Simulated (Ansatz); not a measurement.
Process, species as SMILES: NB(Cl)Cl → N[B]Cl + Cl atom (the B-Cl bond at the site shown breaks; other sites are not compared here)
Structures are relaxed separately at B3LYP-D3(BJ)/def2-TZVP in Ansatz (a program for electronic structure), one conformer each, not searched for the lowest.

Wanted: bond dissociation energy (electronic energy difference), in kcal/mol. Cores are frozen in the correlated levels unless marked. UHF or UKS for open shells. Spin-orbit coupling is left out. No relativistic terms. CBS(X,Y): correlation extrapolated as X^-3; Hartree-Fock from the larger set.

```json
[
 {"level": "revPBE-D3(BJ)/def2-TZVPD", "program": "Ansatz + dftd3", "bond dissociation energy (kcal/mol)": "118.1"},
 {"level": "BHLYP/def2-TZVPD", "program": "Ansatz", "bond dissociation energy (kcal/mol)": "114.6"},
 {"level": "LC-wPBE-D3(BJ)/def2-TZVPD", "program": "Ansatz + dftd3", "bond dissociation energy (kcal/mol)": "(withheld)"},
 {"level": "SCS-MP2/STO-3G", "program": "Ansatz", "bond dissociation energy (kcal/mol)": "117.5"},
 {"level": "SCS-MP2/6-31G", "program": "Ansatz", "bond dissociation energy (kcal/mol)": "98.3"},
 {"level": "CCSD/cc-pV(D+d)Z", "program": "Ansatz", "bond dissociation energy (kcal/mol)": "113.8"},
 {"level": "CCSD(T)/CBS(cc-pV(T+d)Z,cc-pV(Q+d)Z)", "program": "Ansatz", "bond dissociation energy (kcal/mol)": "(withheld)"}
]
```

**Question.** Fill in the missing entries.

**Answer.** 
- LC-wPBE-D3(BJ)/def2-TZVPD, bond dissociation energy (kcal/mol): 119.9
- CCSD(T)/CBS(cc-pV(T+d)Z,cc-pV(Q+d)Z), bond dissociation energy (kcal/mol): 123.3
